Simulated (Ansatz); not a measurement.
Cu₄Cl₄. Total charge 0; triplet. Geometry r2SCAN-D4/def2-SVP; atoms count from 1.

| atom | x (Å) | y (Å) | z (Å) |
| --- | --- | --- | --- |
| Cu1 | -1.963 | 0.600 | 0.191 |
| Cu2 | 1.963 | -0.600 | -0.197 |
| Cu3 | -0.360 | -1.188 | 0.035 |
| Cu4 | 0.361 | 1.188 | -0.025 |
| Cl5 | -2.618 | -1.506 | 0.245 |
| Cl6 | 1.338 | -2.715 | -0.140 |
| Cl7 | -1.338 | 2.715 | 0.143 |
| Cl8 | 2.618 | 1.506 | -0.252 |

At PBE0-D4/def2-TZVP a singlet of charge 0 lies 2.42 eV below the triplet, each at its own geometry. The structure comes from a short search, and lower isomers may exist.

**Question.** Estimate the Mulliken populations from the PBE0/def2-TZVP orbitals of Ansatz.

**Answer.** 
```
atom  charge (e)  spin (α − β)  d electrons
 Cu1        0.28          0.16         9.79
 Cu2        0.28          0.16         9.79
 Cu3        0.20          0.54         9.62
 Cu4        0.20          0.54         9.62
 Cl5       -0.24          0.15            –
 Cl6       -0.24          0.15            –
 Cl7       -0.24          0.15            –
 Cl8       -0.24          0.15            –
```
Mulliken values and Mayer orders depend strongly on the basis.

**Question.** Where does the spin sit?

**Answer.** Summed by element: Cu 1.41, Cl 0.59, of 2 unpaired in all. Largest on single atoms: Cu3 0.54, Cu4 0.54, Cu1 0.16.

**Question.** And the Mayer bond orders between bonded heavy atoms (over 0.3)?

**Answer.** Cu1–Cl5 0.64 (2.21 Å); Cu1–Cl7 0.64 (2.21 Å); Cu2–Cl6 0.64 (2.21 Å); Cu2–Cl8 0.64 (2.21 Å); Cu3–Cu4 0.54 (2.48 Å); Cu3–Cl5 0.55 (2.29 Å); Cu3–Cl6 0.55 (2.29 Å); Cu4–Cl7 0.55 (2.29 Å); Cu4–Cl8 0.55 (2.29 Å).
